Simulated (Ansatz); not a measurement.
Calculated with Ansatz (gas phase, PBE0-D4/def2-TZVP geometries, no zero-point term in ΔE). CCSD(T)/CBS is the MP2 limit (def2-TZVPP, def2-QZVPP) plus CCSD(T) − MP2 in def2-TZVPP, frozen cores. This one scheme is used for every species. DFT in def2-TZVPP. One conformer a species, not always the lowest.

Consider the ligand exchange at the Si–Cl bond: `C=C[SiH](F)N[SiH2]Cl` + H–F → `C=C[SiH](F)N[SiH2]F` + HCl.

```tsv
level	ΔE (kJ/mol)
B2PLYP	-49.0
HF/def2-TZVPP	-56.9
```

(1) What does CCSD(T)/CBS give? (Estimate.)

Largest T1 diagnostic among the species: 0.012.

## Answers

(1) The calculation gave: -41.1 kJ/mol. The listed levels differ from it by -7.9, -15.8 kJ/mol.

In def2-TZVPP, CCSD(T) changes the Hartree–Fock value by +11.6 kJ/mol (the triples alone add +2.5 kJ/mol) and MP2 by +17.2 kJ/mol. The D4 term adds +7.6 kJ/mol with B3LYP and +4.3 kJ/mol with PBE0; it sums over pairs of atoms, weighted by their polarisabilities, and B3LYP, whose exchange is more repulsive, gets the larger term.

B3LYP here is the variant with VWN-RPA as its local correlation; programs differ in this.
